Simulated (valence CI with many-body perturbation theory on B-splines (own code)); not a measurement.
The numbers below are computed, except where a source is named.
## From CI to CI+MBPT in Mn⁴⁺

Method: configuration interaction combined with many-body perturbation theory (CI+MBPT): three valence electrons over a frozen Dirac-Fock core [Ar], radial functions for each j: 9 s, 9 p, 10 d, 8 f, 5 g, 3 h, 1 i, with the one-electron correlation potential Σ1, the two-electron term Σ2, the three-electron term Σ3, Breit, model QED; selected CI, second order for the rest, scaled by the run's own slope (own B-spline code, finite nucleus).

Set against measurement, 62 paired levels are off by 835 cm⁻¹ on average, the worst by 1518. These come from a selection out of Corliss and Sugar, J. Phys. Chem. Ref. Data 6, 1253 (1977). Levels without a partner in it may be off by more, other configurations by 1,000 to 8,000 cm⁻¹.

Each rung adds one term. CI alone is the Dirac-Coulomb CI over the frozen core; QED comes last and gives the full result, which names the levels. Energies are above 3d³ ⁴F_3/2 on the same rung, in cm⁻¹.

Names give the largest LS component (configuration and term), which can be under half, so a name can repeat, a term be missing and a line seem to break the LS rules; names also repeat where a configuration has a term twice. Letters in brackets count levels of one name in rising energy.

```csv
Level,CI alone
3d³ ⁴F_5/2,335
3d³ ⁴F_7/2,791
3d³ ⁴F_9/2,1355
3d³ ⁴P_1/2,17682
3d³ ⁴P_3/2,17817
3d³ ⁴P_5/2,18248
3d³ ²G_7/2,18310
3d³ ²G_9/2,18791
3d³ ²P_3/2,23086
3d³ ²P_1/2,22981
3d³ ²H_9/2,24922
3d³ ²H_11/2,25299
3d³ ²D_5/2 [a],25433
3d³ ²D_3/2 [a],25143
3d³ ²F_7/2,41696
3d³ ²F_5/2,41901
```

Task: What do these energies become with core correlation, Breit and QED?

Result: 3d³ ⁴F_5/2 354 (+20); 3d³ ⁴F_7/2 828 (+37); 3d³ ⁴F_9/2 1404 (+49); 3d³ ⁴P_1/2 16938 (-745); 3d³ ⁴P_3/2 17096 (-721); 3d³ ⁴P_5/2 17549 (-700); 3d³ ²G_7/2 17662 (-649); 3d³ ²G_9/2 18161 (-630); 3d³ ²P_3/2 23432 (+346); 3d³ ²P_1/2 23559 (+578); 3d³ ²H_9/2 24276 (-646); 3d³ ²H_11/2 24632 (-667); 3d³ ²D_5/2 [a] 25179 (-254); 3d³ ²D_3/2 [a] 25196 (+53); 3d³ ²F_7/2 40619 (-1077); 3d³ ²F_5/2 40897 (-1004).

Task: How does the ionisation energy move along the ladder, and which term matters most?

Result: CI alone 67.694, + Σ1 69.498, + Σ2 72.037, + Σ3 72.037, + Breit 72.043, + QED 72.046 eV. The largest step is Σ2, 2.539 eV. NIST lists 72.41 ± 0.1 eV (semi-empirical), further off than its uncertainty and the later steps.
